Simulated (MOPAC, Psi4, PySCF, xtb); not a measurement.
Intermolecular potential of H3N ··· CH5N (SMILES N and CN). Monomers: optimised at B3LYP-D3(BJ) (def2-TZVP), held rigid. Orientation: lowest of the rigid-body minima from ten starts at GFN2-xTB. The monomers approach along the line of their centres of mass (distance R); nothing else relaxes.

Levels: RKS-B3LYP/6-31G* = restricted B3LYP/6-31G*, spherical d, no counterpoise correction (PySCF); GFN1-xTB (xtb); PM3, restricted, heats of formation (MOPAC); SAPT0/jun-cc-pVDZ, frozen core (Psi4).

Interaction energies in kJ/mol; the last columns give the difference from SAPT0:

```json
[
 {"R / Å": "2.81", "RKS-B3LYP/6-31G*": "33.47", "GFN1-xTB": "23.01", "PM3": "50.55", "SAPT0/jun-cc-pVDZ": "33.58", "RKS-B3LYP/6-31G* − SAPT0/jun-cc-pVDZ": "-0.11", "GFN1-xTB − SAPT0/jun-cc-pVDZ": "-10.58", "PM3 − SAPT0/jun-cc-pVDZ": "16.97"},
 {"R / Å": "2.97", "RKS-B3LYP/6-31G*": "6.28", "GFN1-xTB": "2.69", "PM3": "15.10", "SAPT0/jun-cc-pVDZ": "10.15", "RKS-B3LYP/6-31G* − SAPT0/jun-cc-pVDZ": "-3.87", "GFN1-xTB − SAPT0/jun-cc-pVDZ": "-7.46", "PM3 − SAPT0/jun-cc-pVDZ": "4.95"},
 {"R / Å": "3.19", "RKS-B3LYP/6-31G*": "-11.24", "GFN1-xTB": "-9.13", "PM3": "2.52", "SAPT0/jun-cc-pVDZ": "-5.55", "RKS-B3LYP/6-31G* − SAPT0/jun-cc-pVDZ": "-5.69", "GFN1-xTB − SAPT0/jun-cc-pVDZ": "-3.58", "PM3 − SAPT0/jun-cc-pVDZ": "8.07"},
 {"R / Å": "3.37", "RKS-B3LYP/6-31G*": "-16.30", "GFN1-xTB": "-11.67", "PM3": "2.04", "SAPT0/jun-cc-pVDZ": "-10.73", "RKS-B3LYP/6-31G* − SAPT0/jun-cc-pVDZ": "-5.57", "GFN1-xTB − SAPT0/jun-cc-pVDZ": "-0.94", "PM3 − SAPT0/jun-cc-pVDZ": "12.76"},
 {"R / Å": "3.54", "RKS-B3LYP/6-31G*": "-17.36", "GFN1-xTB": "-11.35", "PM3": "0.41", "SAPT0/jun-cc-pVDZ": "-12.33", "RKS-B3LYP/6-31G* − SAPT0/jun-cc-pVDZ": "-5.03", "GFN1-xTB − SAPT0/jun-cc-pVDZ": "0.98", "PM3 − SAPT0/jun-cc-pVDZ": "12.74"},
 {"R / Å": "3.79", "RKS-B3LYP/6-31G*": "-16.20", "GFN1-xTB": "-9.02", "PM3": "-1.91", "SAPT0/jun-cc-pVDZ": "-11.86", "RKS-B3LYP/6-31G* − SAPT0/jun-cc-pVDZ": "-4.34", "GFN1-xTB − SAPT0/jun-cc-pVDZ": "2.84", "PM3 − SAPT0/jun-cc-pVDZ": "9.95"},
 {"R / Å": "4.10", "RKS-B3LYP/6-31G*": "-13.40", "GFN1-xTB": "-5.79", "PM3": "-2.23", "SAPT0/jun-cc-pVDZ": "-9.66", "RKS-B3LYP/6-31G* − SAPT0/jun-cc-pVDZ": "-3.74", "GFN1-xTB − SAPT0/jun-cc-pVDZ": "3.87", "PM3 − SAPT0/jun-cc-pVDZ": "7.43"},
 {"R / Å": "4.36", "RKS-B3LYP/6-31G*": "-10.80", "GFN1-xTB": "-3.79", "PM3": "-1.94", "SAPT0/jun-cc-pVDZ": "-7.75", "RKS-B3LYP/6-31G* − SAPT0/jun-cc-pVDZ": "-3.06", "GFN1-xTB − SAPT0/jun-cc-pVDZ": "3.96", "PM3 − SAPT0/jun-cc-pVDZ": "5.80"},
 {"R / Å": "4.85", "RKS-B3LYP/6-31G*": "-6.17", "GFN1-xTB": "-1.83", "PM3": "-1.47", "SAPT0/jun-cc-pVDZ": "-5.00", "RKS-B3LYP/6-31G* − SAPT0/jun-cc-pVDZ": "-1.17", "GFN1-xTB − SAPT0/jun-cc-pVDZ": "3.17", "PM3 − SAPT0/jun-cc-pVDZ": "3.54"},
 {"R / Å": "5.55", "RKS-B3LYP/6-31G*": "-2.51", "GFN1-xTB": "-0.89", "PM3": "-0.98", "SAPT0/jun-cc-pVDZ": "-2.79", "RKS-B3LYP/6-31G* − SAPT0/jun-cc-pVDZ": "0.28", "GFN1-xTB − SAPT0/jun-cc-pVDZ": "1.89", "PM3 − SAPT0/jun-cc-pVDZ": "1.80"},
 {"R / Å": "6.53", "RKS-B3LYP/6-31G*": "-1.14", "GFN1-xTB": "-0.42", "PM3": "-0.58", "SAPT0/jun-cc-pVDZ": "-1.39", "RKS-B3LYP/6-31G* − SAPT0/jun-cc-pVDZ": "0.25", "GFN1-xTB − SAPT0/jun-cc-pVDZ": "0.97", "PM3 − SAPT0/jun-cc-pVDZ": "0.81"},
 {"R / Å": "7.84", "RKS-B3LYP/6-31G*": "-0.56", "GFN1-xTB": "-0.19", "PM3": "-0.32", "SAPT0/jun-cc-pVDZ": "-0.66", "RKS-B3LYP/6-31G* − SAPT0/jun-cc-pVDZ": "0.10", "GFN1-xTB − SAPT0/jun-cc-pVDZ": "0.47", "PM3 − SAPT0/jun-cc-pVDZ": "0.34"}
]
```

RKS-B3LYP/6-31G* is furthest from SAPT0/jun-cc-pVDZ at 3.19 (-5.69 kJ/mol, below); its mean absolute difference over the points is 2.77 kJ/mol.

GFN1-xTB is furthest from SAPT0/jun-cc-pVDZ at 2.81 (-10.58 kJ/mol, below); its mean absolute difference over the points is 3.39 kJ/mol.

PM3 is furthest from SAPT0/jun-cc-pVDZ at 2.81 (16.97 kJ/mol, above); its mean absolute difference over the points is 7.10 kJ/mol.
